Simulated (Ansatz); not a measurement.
The cluster Li₁₄⁺. Total charge 1; doublet. Geometry PBE/def2-SVP, basis def2-TZVP, Ansatz.

```xyz
14

Li   -2.7183   -2.4543   -1.5429
Li    1.9863   -0.0956   -1.5480
Li    0.3320   -2.7793   -1.3706
Li    0.8819    3.2198    1.7909
Li   -1.7539    1.3565    1.3364
Li    1.0024    0.4956    3.4853
Li    3.4436    1.2605    1.5802
Li   -3.2593    0.7194   -1.8061
Li    2.3058   -1.5877    1.3812
Li   -0.8396   -1.7911    1.5496
Li   -0.9533   -0.4704   -0.8735
Li    0.8669    0.6274    0.8673
Li   -0.3852    2.1786   -1.3602
Li   -0.9095   -0.6795   -3.4895
```

```
run  HOMO (eV)  LUMO (eV)
  A      -5.62      -5.25
  B      -6.03      -4.75
  C      -7.17      -3.49
  D      -5.59      -5.00
  E      -5.72      -5.07
```

HSE06 is defined as in plane-wave codes, on full-range PBE exchange. Another isomer (doublet) lies 0.05 eV lower at PBE0/def2-TZVP; other spin states weren't run for this one.

HOMO and LUMO are taken over both spins.

The runs used HSE06, PBE, PBE0, r2SCAN, ωB97X-V. Estimate which is which.

A PBE (0 % exact exchange); B PBE0 (25 % exact exchange); C ωB97X-V (range-separated); D r2SCAN (0 % exact exchange); E HSE06 (range-separated). Exact exchange lowers occupied and raises empty levels; among semilocal functionals meta-GGAs tend to open the gap a little, and such runs are hard to tell apart. The gap grows from 0.38 eV (PBE) to 3.68 eV (ωB97X-V).
